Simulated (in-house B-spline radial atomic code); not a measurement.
**CAM-B3LYP excitations of Al³⁺**

Method: CAM-B3LYP. Computed with a B-spline radial code for spherical atoms: linear response of the closed shell [He] 2s2 2p6 with the functional's adiabatic kernel; scalar-relativistic (spin-free one-electron X2C), finite nucleus, no spin-orbit coupling, no double excitations, S, P, D and F terms only. Only terms of natural parity with L up to 3 were computed.

Command:
```bash
python run_td.py task.json out
```
Settings (radii: box in bohr, nucleus in fm):
```
Z                        13
electrons                10
configuration            [He] 2s2 2p6
hamiltonian              x2c
method                   camb3lyp
box_radius               23.08
rms_radius               3.061
intervals                74
```

Time taken, with all properties: 0.8 s on 1 thread of Arm Neoverse N1, on a shared host.

The lowest states, in the order of their Tamm-Dancoff energies; the method's threshold (minus the highest occupied level) is 110.11 eV. Labels give the largest channel, * marks a mixed state, and oscillator strengths are full-response dipole values. Semilocal kernels can invert the small singlet-triplet splittings of Rydberg terms. Energies in eV:

```
     state  full response  Tamm-Dancoff  oscillator strength
2p → 3s 3P          71.39         71.40                    -
2p → 3s 1P              ?             ?                    ?
2p → 3p 3S          78.26         78.30                    -
2p → 3p 3D          78.86         78.87                    -
2p → 3p 1D              ?             ?                    -
2p → 3p 1S          83.06         83.40                    -
2p → 3d 3P          88.35         88.36                    -
2p → 3d 3F          88.43         88.44                    -
2p → 3d 1F          88.74         88.74                    -
2p → 3d 1P          89.46         89.50                0.602
```

Task: Where does 2p → 3s 1P lie?

Result: At 72.31 eV in full response, 72.33 eV in Tamm-Dancoff, oscillator strength 0.191.

Task: Where does 2p → 3p 1D lie?

Result: At 79.54 eV in full response, 79.54 eV in Tamm-Dancoff.

Task: How large is the singlet-triplet splitting of 2p → 3s (P terms) in Tamm-Dancoff?

Result: 0.928 eV, from the unrounded values.

Task: What polarisabilities and dispersion coefficient does the method give?

Result: Dipole 0.2795 bohr³, quadrupole 0.2391 bohr⁵, C6 0.2603 hartree·bohr⁶ for two such species.
